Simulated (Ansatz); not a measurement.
One change: `CC(C)(C)[O][Cu]` becomes `CC(C)(C)[O][Ge][F]`.

Ansatz, PBE0-D4/def2-TZVP geometries, multiplicity 1. Each molecule was computed in one conformer, which needn't be the lowest.

Scalar relativity is left out up to krypton.

```csv
property,`CC(C)(C)[O][Cu]`
size of the dipole moment (PBE/def2-TZVPP) / D,2.50
LUMO energy (B3LYP/def2-TZVPP) / eV,-2.89
LUMO energy (PBE0/def2-TZVPP) / eV,-2.50
HOMO energy (B3LYP/def2-TZVPP) / eV,-6.12
HOMO–LUMO gap (PBE0/def2-TZVPP) / eV,3.76
"ideal-gas entropy at 298 K and 1 bar (rigid rotor, harmonic PBE0-D4/def2-TZVP) / J/(mol·K)",370
```

Problem. What does the change do to each property? (Estimate.)

Solution. The calculation gave: 
```tsv
property	`CC(C)(C)[O][Ge][F]`	shift
size of the dipole moment (PBE/def2-TZVPP) / D	1.07	-1.43
LUMO energy (B3LYP/def2-TZVPP) / eV	-2.08	0.81
LUMO energy (PBE0/def2-TZVPP) / eV	-1.84	0.66
HOMO energy (B3LYP/def2-TZVPP) / eV	-7.78	-1.66
HOMO–LUMO gap (PBE0/def2-TZVPP) / eV	6.12	2.36
ideal-gas entropy at 298 K and 1 bar (rigid rotor, harmonic PBE0-D4/def2-TZVP) / J/(mol·K)	395	25
```

With PBE0 the HOMO falls by 1.70 eV and the LUMO rises by 0.66 eV, so the gap widens by about 2.36 eV. PBE moves the HOMO by -1.77 eV and ωB97M-V by -1.60 eV. The zero-point energy changes by 9.2 kJ/mol with +3 modes. Dipoles are sizes alone; their direction can turn. Modes under 60 cm⁻¹, often nearly free rotors, make the harmonic entropy too high.

B3LYP here is the variant with VWN-RPA as its local correlation; programs differ in this.
